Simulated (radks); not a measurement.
Results of a calculation; reference values are marked as such.
Task: The mean radii <r> (bohr) of the occupied orbitals of an atom or ion are listed with their occupations. Level of theory: scalar-relativistic Kohn-Sham, exchange-only r2SCAN, spin-unpolarised, spherical densities, finite nucleus; meta-GGA in the generalised Kohn-Sham scheme; Fermi nuclear charge, rms radius of each element as measured or else 0.836 A^(1/3) + 0.57 fm (a radial shooting solver on a logarithmic mesh with Libxc functionals).

orbital  occ.      <r>
1s          2  0.02843
2s          2   0.1226
2p          6   0.1071
3s          2   0.3297
3p          6   0.3282
3d         10   0.3054
4s          2   0.7930
4p          6   0.8535
4d         10    1.027
5s          2    2.204
5p          2    2.689

Name the element and its charge.

Result: Z = 51, antimony, charge +1: Sb+ in [Kr] 4d10 5s2 5p2. The 1s radius gives Z: for a bare nucleus <r> = (2 gamma + 1)/(2Z) with gamma = sqrt(1 - (Z/c)^2), 0.028 bohr for Z = 51, and screening makes it slightly larger (0.02843 here). The occupations add up to 50, and the charge is Z minus that.
